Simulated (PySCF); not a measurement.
Compound: C4H5FSi.
SMILES: `FC1=CC=C[SiH2]1`

Jobs on this species (11 atoms, 52 electrons) with PySCF (density fitting). Hardware of each: one thread of an Arm Neoverse V1, on a shared host. Other jobs ran on the host; a repeat could differ by tens of per cent or more. Peak memory is the resident size of the whole Python process, interpreter and libraries included.

| level and settings | work | basis functions | SCF cycles | wall time | peak memory |
| --- | --- | --- | --- | --- | --- |
| delta-SCF UKS SCAN, pcX-2 on the ionised atom, pcseg-1 elsewhere, spin-free X2C | ΔSCF core ionisation, 7 holes | 155 | ? | ? | ? |
| delta-SCF UKS B3LYP, pcX-2 on the ionised atom, pcseg-1 elsewhere, spin-free X2C | ΔSCF core ionisation, 7 holes | 155 | ? | ? | ? |
| delta-SCF UKS PBE0, pcX-2 on the ionised atom, pcseg-1 elsewhere, spin-free X2C | ΔSCF core ionisation, 7 holes | 155 | ? | ? | ? |
| delta-SCF UKS PBE, pcX-2 on the ionised atom, pcseg-1 elsewhere, spin-free X2C | ΔSCF core ionisation, 7 holes | 155 | 123 | 28 s | 0.53 GiB |
| delta-SCF UKS SCAN, pcX-2 on the ionised atom, pcseg-1 elsewhere, non-relativistic | ΔSCF core ionisation, 7 holes | 155 | 140 | 49 s | 0.55 GiB |
| delta-SCF UKS SCAN, def2-TZVP on the ionised atom, pcseg-1 elsewhere, spin-free X2C | ΔSCF core ionisation, 7 holes | 132 | 140 | 46 s | 0.48 GiB |
| PBE0-D3(BJ)/def2-SVP, grid level 1 | geometry optimisation from a GFN2-xTB start shaken at random | 113 | 45 | 33 s | 0.47 GiB |
| delta-SCF UKS SCAN, pcX-1 on the ionised atom, pcseg-1 elsewhere, spin-free X2C | ΔSCF core ionisation, 7 holes | 135 | 142 | 41 s | 0.48 GiB |

Question: Fill in the missing figures.

Answer: 
- delta-SCF UKS SCAN, pcX-2 on the ionised atom, pcseg-1 elsewhere, spin-free X2C; ΔSCF core ionisation, 7 holes: 50 s, 0.57 GiB, 141 SCF cycles
- delta-SCF UKS B3LYP, pcX-2 on the ionised atom, pcseg-1 elsewhere, spin-free X2C; ΔSCF core ionisation, 7 holes: 53 s, 0.57 GiB, 109 SCF cycles
- delta-SCF UKS PBE0, pcX-2 on the ionised atom, pcseg-1 elsewhere, spin-free X2C; ΔSCF core ionisation, 7 holes: 52 s, 0.64 GiB, 109 SCF cycles

Question: What do all jobs in the table cost together?

Answer: About 5.9 min; the longest takes about 15 % of that, and about 1.9 times as long as the shortest.
